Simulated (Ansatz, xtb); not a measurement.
System: sum formula GeOF, charge -1, multiplicity 1. 
Coordinates optimised at B3LYP-D3(BJ)/def2-TZVP (Ansatz, a first-principles code):
```
Ge
O 1 1.6822
F 1 1.8883 2 106.10
```
Charge -1, spin multiplicity 1.

Harmonic wavenumbers from GFN2-xTB (xtb, at its own minimum), cm⁻¹: 173, 315, 822.

Give the harmonic wavenumbers at B3LYP-D3(BJ)/def2-TZVP (Ansatz, finite differences of forces, unscaled).

258, 467, 882 cm⁻¹. Zero-point energy 2.3 kcal/mol.

From these and the geometry, give the ideal-gas thermochemistry at 298.15 K and 1 atm (rigid rotor, harmonic oscillator).

Point group Cs, rotational symmetry number 1. Rotational constants 19.37, 6.903, 5.089 GHz. S(trans) 39.94, S(rot) 23.67, S(vib) 2.57, S(elec, spin only) 0.00, S 66.2 cal/(mol K). H(298) - H(0) 2.86 kcal/mol; G - E(el) -14.6 kcal/mol.
